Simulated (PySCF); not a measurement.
A structure optimised at PBE-D3(BJ)/def2-SVP, used in a PySCF frequency run:

```xyz
10

In     0.0000     0.0000     0.3171
Cl     0.0000     0.0000    -2.0898
C      0.0003    -2.0303     1.0736
H      0.0323    -2.0527     2.1790
H     -0.9167    -2.5355     0.7132
H      0.8817    -2.5567     0.6590
C     -0.0003     2.0303     1.0736
H     -0.0323     2.0527     2.1790
H      0.9167     2.5355     0.7132
H     -0.8817     2.5567     0.6590
```

Q: Write its SMILES, formula and point group.

A: [CH3][In]([CH3])[Cl], C2H6ClIn, C2

Q: What are its rotational constants (standard atomic weights)?

A: 3.6912, 2.4220, 1.4906 GHz
